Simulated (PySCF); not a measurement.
Species: C4H8OP2.
Bonds: C1–P2, P2–C3, C3–C4 (triple), C4–P5, P2–C6, C6–O7. Hydrogens: H8, H9, H10 on C1; H11, H12 on P5; H13, H14 on C6; H15 on O7.

Theory: core-valence-separated Tamm–Dancoff BHandHLYP/aug-pcX-1 (pcseg-1 on H, def2-SVPD on P) in PySCF, non-relativistic, gas phase, PBE0-D3(BJ)/def2-SVP geometry.

Computed oxygen K-edge spectrum, Gaussian lines of 0.5 eV full width, highest printed point 100; it ends one width below the last computed root. No empirical shift is added; at this level the pattern usually sits a few eV under experiment.

```tsv
photon energy (eV)	absorption
531.6	0
531.7	2
531.8	6
531.9	15
532.0	32
532.1	55
532.2	75
532.3	82
532.4	72
532.5	51
532.6	29
532.7	13
532.8	5
532.9	1
533.0	0
533.1	0
533.2	0
533.3	2
533.4	6
533.5	16
533.6	34
533.7	61
533.8	87
533.9	100
534.0	92
534.1	68
534.2	42
534.3	26
534.4	22
534.5	27
534.6	36
534.7	46
534.8	53
534.9	59
535.0	64
535.1	65
535.2	63
```

Question: Where are the maxima, and which lines make them up?

Answer: 3 maxima:
- 532.3 eV: O7 (alcohol oxygen), 532.29 eV, f = 0.020, 100 % of the height at the exact maximum
- 533.9 eV: O7 (alcohol oxygen), 533.91 eV, f = 0.024, 100 % of the height at the exact maximum
- 535.1 eV: O7 (alcohol oxygen), 535.05 eV, f = 0.010, 64 % of the height at the exact maximum; O7 (alcohol oxygen), 535.31 eV, f = 0.006, 21 % of the height at the exact maximum

Further lines of some strength in the range: O7, 534.58 eV, f = 0.002; O7, 534.73 eV, f = 0.006.

Roots within 0.03 eV on the same or equivalent atoms count as one line; shares under 12 % aren't listed.

Vibrational structure and lifetime widths aren't in the curve. The ionisation threshold wasn't computed; near and above it a finite basis only mimics Rydberg series and continuum.

The run took 36 s on an Intel Xeon Platinum 8375C at 2.90 GHz with one thread, no GPU, shared host with 128 logical CPUs at a one-minute load of 53, and the process peaked at 1.0 GiB of memory.

Conformer computed: `[CH3:1][P:2]([C:3]#[C:4][PH2:5])[CH2:6][OH:7]`: C1–P2–C6–O7 72°, H–O7–C6–P2 64°.

One conformer stands for the species.
